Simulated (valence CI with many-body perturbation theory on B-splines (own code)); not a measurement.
# Forbidden lines of Tl⁵⁸⁺

Calculated by valence CI with perturbative core correlation (CI+MBPT): five valence electrons over a frozen Dirac-Fock core [Ar], radial functions for each j: 7 s, 7 p, 8 d, 6 f, 4 g, 1 h, with the one-electron correlation potential Σ1 (screened to all orders), the two-electron term Σ2, the three-electron term Σ3, Breit, model QED; selected single and double excitations, second order for the rest (own B-spline code, finite nucleus).

No measured spectrum was set against this ion. As an estimate, large intervals hold to a few tenths of a per cent, small ones and those within an open d or f shell to about a per cent. The list stops below the first excitations out of the core. Only levels of the ground parity were solved; by the run's estimate the other parity begins above the list, which can be wrong where configurations are misplaced.

Lines 1 to 50 of 86 in falling wavelength, among levels below 2273000 cm⁻¹, chosen from the decays that carry over 1 % of a level's rate. Wavelengths and rates use the calculated energies. Electric multipoles are in the length gauge, E1 and E2 with the static RPA response of the core. Weak lines are less certain than strong ones. Lines between different terms over intervals too small for the method are left out, as are lines whose strength nearly cancels. The highest levels of a list are the least certain. Branching is blank where the lifetime is uncertain.

Levels are named by their leading jj configuration (3d3/2^4 stands for four electrons in 3d with j = 3/2), which in mixed levels can hold well under half, so a name can repeat and another be missing. Letters in brackets count levels of one name in rising energy.

```tsv
λ vac (Å)	Upper	Lower	Type	A (s⁻¹)	Branch %
12220	(3d3/2^3 3d5/2^2) J=11/2	(3d3/2^3 3d5/2^2) J=7/2 [a]	E2	2.66e-09	
1820	(3d3/2^3 3d5/2^2) J=9/2	(3d3/2^3 3d5/2^2) J=11/2	M1	1.22e+03	26.7
1584	(3d3/2^3 3d5/2^2) J=9/2	(3d3/2^3 3d5/2^2) J=7/2 [a]	M1	2.06e+03	45.2
1239	(3d3/2^3 3d5/2^2) J=5/2 [b]	(3d3/2^3 3d5/2^2) J=3/2 [a]	M1	3.29e+03	1.8
816.2	(3d3/2^3 3d5/2^2) J=1/2	(3d3/2^3 3d5/2^2) J=3/2 [a]	M1	3.43e+04	88.4
720.4	(3d3/2^3 3d5/2^2) J=7/2 [b]	(3d3/2^3 3d5/2^2) J=7/2 [a]	M1	5.31e+03	1.3
494.9	(3d3/2^3 3d5/2^2) J=5/2 [b]	(3d3/2^3 3d5/2^2) J=5/2 [a]	M1	5.08e+04	28.0
484.5	(3d3/2^3 3d5/2^2) J=3/2 [b]	(3d3/2^3 3d5/2^2) J=5/2 [b]	M1	1.58e+04	1.7
358.0	(3d3/2^2 3d5/2^3) J=3/2 [c]	(3d3/2^2 3d5/2^3) J=5/2 [c]	M1	8.56e+04	1.7
348.3	(3d3/2^3 3d5/2^2) J=3/2 [b]	(3d3/2^3 3d5/2^2) J=3/2 [a]	M1	4.27e+04	4.7
244.8	(3d3/2^3 3d5/2^2) J=3/2 [b]	(3d3/2^3 3d5/2^2) J=5/2 [a]	M1	3.14e+04	3.5
243.6	(3d3/2^2 3d5/2^3) J=5/2 [d]	(3d3/2^2 3d5/2^3) J=5/2 [b]	M1	1.45e+05	1.8
200.8	(3d3/2^2 3d5/2^3) J=5/2 [d]	(3d3/2^2 3d5/2^3) J=7/2 [a]	M1	1.37e+05	1.7
166.6	(3d3/2^2 3d5/2^3) J=1/2 [a]	(3d3/2^3 3d5/2^2) J=3/2 [b]	M1	1.42e+06	7.3
163.9	(3d3/2^2 3d5/2^3) J=3/2 [a]	(3d3/2^3 3d5/2^2) J=3/2 [b]	M1	5.02e+05	2.0
161.9	(3d3/2^2 3d5/2^3) J=5/2 [b]	(3d3/2^3 3d5/2^2) J=3/2 [b]	M1	6.94e+05	4.8
141.3	(3d3/2^2 3d5/2^3) J=3/2 [b]	(3d3/2^3 3d5/2^2) J=3/2 [b]	M1	8.58e+04	1.3
141.0	(3d3/2^2 3d5/2^3) J=5/2 [c]	(3d3/2^3 3d5/2^2) J=3/2 [b]	M1	3.45e+06	19.4
139.4	(3d3/2^2 3d5/2^3) J=9/2 [a]	(3d3/2^3 3d5/2^2) J=7/2 [b]	M1	1.14e+06	11.0
135.8	(3d3/2^2 3d5/2^3) J=7/2 [a]	(3d3/2^3 3d5/2^2) J=5/2 [b]	M1	2.36e+06	15.3
135.7	(3d3/2^2 3d5/2^3) J=5/2 [a]	(3d3/2^3 3d5/2^2) J=3/2 [a]	M1	6.24e+05	2.3
132.2	(3d3/2^2 3d5/2^3) J=5/2 [a]	(3d3/2^3 3d5/2^2) J=7/2 [a]	M1	1.87e+06	6.9
130.7	(3d3/2^2 3d5/2^3) J=1/2 [a]	(3d3/2^3 3d5/2^2) J=1/2	M1	5.25e+06	27.0
130.3	(3d3/2^3 3d5/2^2) J=5/2 [a]	(3d3/2^4 3d5/2) J=5/2	M1	1.39e+07	100.0
130.1	(3d3/2^2 3d5/2^3) J=1/2 [b]	(3d3/2^3 3d5/2^2) J=3/2 [b]	M1	3.84e+05	3.0
129.2	(3d3/2^2 3d5/2^3) J=11/2	(3d3/2^3 3d5/2^2) J=9/2	M1	1.46e+06	14.0
129.2	(3d3/2^2 3d5/2^3) J=7/2 [a]	(3d3/2^3 3d5/2^2) J=9/2	M1	3.54e+06	22.9
129.1	(3d3/2^2 3d5/2^3) J=3/2 [a]	(3d3/2^3 3d5/2^2) J=1/2	M1	1.31e+06	5.1
127.2	(3d3/2^2 3d5/2^3) J=5/2 [b]	(3d3/2^3 3d5/2^2) J=7/2 [b]	M1	1.34e+06	9.4
126.1	(3d3/2^2 3d5/2^3) J=9/2 [a]	(3d3/2^3 3d5/2^2) J=9/2	M1	1.29e+05	1.2
122.4	(3d3/2^2 3d5/2^3) J=3/2 [a]	(3d3/2^3 3d5/2^2) J=5/2 [b]	M1	4.58e+06	17.9
121.4	(3d3/2^2 3d5/2^3) J=5/2 [b]	(3d3/2^3 3d5/2^2) J=5/2 [b]	M1	5.16e+06	35.9
120.7	(3d3/2^2 3d5/2^3) J=11/2	(3d3/2^3 3d5/2^2) J=11/2	M1	8.95e+06	86.0
120.2	(3d3/2^2 3d5/2^3) J=9/2 [b]	(3d3/2^3 3d5/2^2) J=7/2 [b]	M1	1.51e+06	9.4
119.5	(3d3/2^2 3d5/2^3) J=7/2 [a]	(3d3/2^3 3d5/2^2) J=7/2 [a]	M1	5.54e+06	35.8
117.9	(3d3/2^2 3d5/2^3) J=9/2 [a]	(3d3/2^3 3d5/2^2) J=11/2	M1	3.57e+06	34.4
117.1	(3d3/2^2 3d5/2^3) J=7/2 [b]	(3d3/2^3 3d5/2^2) J=7/2 [b]	M1	1.65e+06	32.2
116.8	(3d3/2^2 3d5/2^3) J=9/2 [a]	(3d3/2^3 3d5/2^2) J=7/2 [a]	M1	5.53e+06	53.3
116.6	(3d3/2^2 3d5/2^3) J=5/2 [a]	(3d3/2^3 3d5/2^2) J=5/2 [a]	M1	2.46e+07	90.5
115.1	(3d3/2^3 3d5/2^2) J=7/2 [a]	(3d3/2^4 3d5/2) J=5/2	M1	6.17e+06	99.8
114.7	(3d3/2^2 3d5/2^3) J=13/2	(3d3/2^3 3d5/2^2) J=11/2	M1	1.97e+06	99.9
114.6	(3d3/2^2 3d5/2^3) J=3/2 [b]	(3d3/2^3 3d5/2^2) J=1/2	M1	8.85e+05	13.2
114.0	(3d3/2^2 3d5/2^3) J=5/2 [c]	(3d3/2^3 3d5/2^2) J=7/2 [b]	M1	5.79e+06	32.6
112.7	(3d3/2^2 3d5/2^3) J=1/2 [a]	(3d3/2^3 3d5/2^2) J=3/2 [a]	M1	1.28e+07	65.7
112.5	(3d3/2^3 3d5/2^2) J=3/2 [a]	(3d3/2^4 3d5/2) J=5/2	M1	1.37e+07	100.0
112.1	(3d3/2^2 3d5/2^3) J=7/2 [b]	(3d3/2^3 3d5/2^2) J=5/2 [b]	M1	2.76e+05	5.4
111.4	(3d3/2^2 3d5/2^3) J=3/2 [a]	(3d3/2^3 3d5/2^2) J=3/2 [a]	M1	1.24e+07	48.6
110.5	(3d3/2^2 3d5/2^3) J=5/2 [b]	(3d3/2^3 3d5/2^2) J=3/2 [a]	M1	2.04e+06	14.2
110.1	(3d3/2^2 3d5/2^3) J=9/2 [b]	(3d3/2^3 3d5/2^2) J=9/2	M1	9.21e+06	57.1
109.4	(3d3/2^2 3d5/2^3) J=3/2 [b]	(3d3/2^3 3d5/2^2) J=5/2 [b]	M1	3.80e+06	56.6
```
